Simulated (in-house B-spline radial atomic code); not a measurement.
Values are calculated unless marked as measured or tabulated.
## W in an electron gas of r_s = 1.5: phase shifts, screening and friction

A nucleus sits in a uniform electron gas with a rigid positive background. The Kohn-Sham equations are solved self-consistently in the spin-unpolarised LDA (PW92), non-relativistic, on B-splines with outgoing waves at the boundary and partial waves to l = 8. The model has no lattice, no bands and no magnetic solution. Atomic units; δ_l are the phase shifts at the Fermi level, counted so that each bound state adds π, and good to about 0.0005. Heavy atoms are models without relativity.

The density parameter is r_s = 1.5 bohr.

```tsv
l	δ_l (rad)
0	14.3652
1	11.9318
2	8.3382
3	3.3762
4	0.0568
5	0.0144
6	0.0039
7	0.0009
8	0.0001
```

Bound levels below the band bottom (hartree): p -13.59, d -7.972, s -1.57, p -0.7151, f -0.6522 and deeper ones.

Check the Friedel sum rule, and say where the screening charge sits.

k_F = (9π/4)^(1/3)/r_s = 1.27944. The rule is Z = (2/π) Σ (2l + 1) δ_l. The terms are s 9.145, p 22.788, d 26.541, f 15.045 and 0.468 beyond, in all 73.988 against Z = 74. Bound states hold 10 s, 24 p, 20 d and 14 f electrons, so the scattering states carry 5.99 in all; where a term is smaller than its bound count, the bound level has drawn weight out of the band.

Find the transport cross section and the electronic stopping of a 5 keV W ion (mass 183.84 u).

σ_tr = (4π/k_F²) Σ (l + 1) sin²(δ_l − δ_(l+1)). The terms for l = 0 to 3 are 0.4231, 0.3815, 2.8169, 0.1251, all together 3.7564, so σ_tr = 7.677 × 3.7564 = 28.837 bohr². With n = 3/(4π r_s³) = 0.07074, the friction coefficient is Q = n k_F σ_tr = 2.6098. For v well below v_F = 1.279, dE/dx = Q v; with 24801 eV per u at v = 1, v = √(5000/(24801 × 183.84)) = 0.0331, so dE/dx = 0.08642 hartree/bohr = 44.4 eV/nm. The largest term couples the d and f waves.
